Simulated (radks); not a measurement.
Pb III, configuration [Hg]. All-electron calculation, scalar-relativistic Kohn-Sham, LDA (Slater exchange, Perdew-Wang correlation), spin-polarised, spherical densities, finite nucleus; Fermi nuclear charge, rms radius 5.5012 fm; hard spherical wall at 8 bohr. Program: a radial shooting solver on a logarithmic mesh with Libxc functionals.

Normalised radial functions P(r) = r R(r), r in bohr:

```
   r/bohr * 6s (the largest magnitude, 0.786, reaches the edge; | marks zero)
0.0008279                             |*
 0.001296                             |*
 0.002028                             | *
   0.0032                             | *
 0.005009                             |  *
 0.007903                             |  *
  0.01237                             | *
  0.01952                             *
  0.03054                          *  |
  0.04781                         *   |
  0.07543                             *
   0.1181                             |     *
   0.1863                             |*
   0.2915                    *        |
     0.46                             | *
     0.72                             |             *
    1.127                      *      |
    1.778  *                          |
    2.783          *                  |
     4.39                         *   |
    6.872                             *
```

6s: eigenvalue -27.860 eV, 5 radial nodes at r = 0.0187, 0.0754, 0.194, 0.437, 1.01 bohr, <r> = 2.17 bohr, 90 % of the charge inside 3.13 bohr.
